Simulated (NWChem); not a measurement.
CH₄BClO; SMILES CB(O)Cl

```xyz
8

B      0.0860    -0.4361    -0.0012
Cl    -0.0851     1.3460    -0.0001
C     -1.1810    -1.3480    -0.0003
H     -1.7908    -1.1523     0.8968
H     -0.9194    -2.4151    -0.0254
H     -1.8247    -1.1161    -0.8638
O      1.3274    -0.9557     0.0000
H      2.0192    -0.2840     0.0017
```
Atoms are numbered in this order, from 1.

All runs: NWChem. The geometry was optimised at PBE0/def2-SVP.

Task: Order these by “orbital gap (eV)”, lowest first: Hartree-Fock/def2-SVPD; Hartree-Fock/def2-TZVPP; Hartree-Fock/def2-SVP.

Result: Hartree-Fock/def2-SVPD (14.01), Hartree-Fock/def2-TZVPP (15.44), Hartree-Fock/def2-SVP (16.52)
